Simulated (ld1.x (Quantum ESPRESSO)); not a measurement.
**Before and after: TM potential for scandium**

ld1.x (Quantum ESPRESSO) 7.5 input, shortened:

```
&input
   title='Sc', zed=21., rel=1, dft='PW91', iswitch=3,
   config='[Ar] 3d1 4s1.5 4p0'
 /
 &inputp
   pseudotype=2, tm=.true., lloc=2,
   nlcc=.true., rcore=1.10
 /
3
4S  1  0   1.50   0.00  2.80  2.80  0.0
4P  2  1   0.00   0.00  4.15  4.15  0.0
3D  3  2   1.00   0.00  2.15  2.15  0.0
 &test
   configts(1)='3d1 4s1.5 4p0'
 /
```

Change: wave 3d (bound): rc 2.15 bohr becomes 3d (bound): rc 2.88 bohr.

Cutoffs: the cutoffs (Ry, on a coarse ladder) from which the occupation-weighted sum of valence levels, in a spherical-Bessel basis at the reference potential, stays within 10 and 1 mRy of its value at 400 Ry; they do not see the model core or the augmentation charge, which bear on the density cutoff. Errors are all-electron minus pseudo energies relative to the spin-unpolarised reference configuration.

Question: How do hardness, ghosts and transferability respond?

Answer: The potential gets softer (40 Ry and 50 Ry → 25 Ry and 35 Ry); the bound ghosts move from p, s to s; of the 6 tests that both files solve, the error grows in 4 and shrinks in 2 by more than 15 % and 0.3 meV (median size 15.6 → 21.5 meV). A larger radius leaves more room for a smooth pseudo-wave, so fewer plane waves are needed.

```csv
quantity,base,changed
"cutoff, loose",40 Ry,25 Ry
"cutoff, tight",50 Ry,35 Ry
loose cutoff by channel (10 mRy a level),"s 6 Ry, d 40 Ry","s 6 Ry, d 25 Ry"
bound ghosts,"s, p",s
"tests counted (converged, no solver errors)",6 of 7,6 of 7
"error for 3d1 4s2 4p0, meV [ΔE -2.77 eV]",0.0,-0.5
"error for 3d1 4s1 4p0, meV [ΔE 4.16 eV]",-1.0,-2.0
"error for 3d1 4s0 4p0, meV [ΔE 16.95 eV]",-24,-34
"error for 3d2 4s1 4p0, meV [ΔE -1.12 eV]",-117,-72
"error for 3d0 4s2 4p0, meV [ΔE 5.68 eV]",-320,-45
"error for 3d1 4s0 4p1, meV [ΔE 7.60 eV]",-7.5,+9.1
s: phases at 4.48 bohr within 0.05 rad from the reference energy up to (Ry; the scan ends near 5),0.5,0.8
p: phases at 4.48 bohr within 0.05 rad from the reference energy up to (Ry; the scan ends near 5),1.0,-0.0
d: phases at 4.48 bohr within 0.05 rad from the reference energy up to (Ry; the scan ends near 5),0.1,-0.0
```

Base: Tests not counted: 3d0 4s2 4p1 (solver errors, printed error -25.0 eV). Changed file: Tests not counted: 3d0 4s2 4p1 (solver errors, printed error -2.5 eV). A true bound ghost makes a file unfit for plane-wave use even where its test errors are small: the radial tests pick states by their node count and pass the ghost by. Where a test does run into it, the solver fails or the error is huge.
